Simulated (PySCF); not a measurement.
Al(Me)2(F) (C₂H₆AlF), SMILES [CH3][Al]([F])[CH3]. Heavy atoms are numbered as in [Al:1]([CH3:2])([CH3:6])[F:10]. Hydrogens are named by the atom that carries them.

Geometry optimised at B3LYP-D3(BJ)/def2-SVP. The isomer is the one that the SMILES or the coordinates give; other isomers of the formula were not compared.

Level of theory: PySCF with PBE0/pcSseg-1.

GIAO shieldings, no solvent; atoms alike by connectivity are averaged. δ = σ(ref) − σ: ¹³C against TMS (σ = 186.3 ppm); ¹H against TMS (σ = 31.56 ppm); ¹⁹F against CFCl3 (σ = 167.2 ppm), references at their B3LYP-D3(BJ)/def2-TZVP geometries, non-relativistic.

```
nucleus     atoms  count  δ (ppm)
-------  --------  -----  -------
¹³C      C2 (CH3)      2     -9.0
¹H        H on C2      6    -0.01
¹⁹F           F10      1   -136.3
```
